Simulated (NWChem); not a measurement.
C$_{2}$H$_{2}$ClF; SMILES F/C=C\Cl

Q: Give the equilibrium geometry at B3LYP/6-31G* (spherical d) (NWChem) as a list of bonds and angles, with the point group.

A: point group Cs; any orientation.
Bonded distances (Å): F1–C2 1.337, C2–C3 1.329, C2–H5 1.086, C3–Cl4 1.736, C3–H6 1.082. Bond angles (°): F1–C2–C3 123.5, F1–C2–H5 113.6, C3–C2–H5 122.9, C2–C3–Cl4 123.2, C2–C3–H6 121.2, Cl4–C3–H6 115.5.
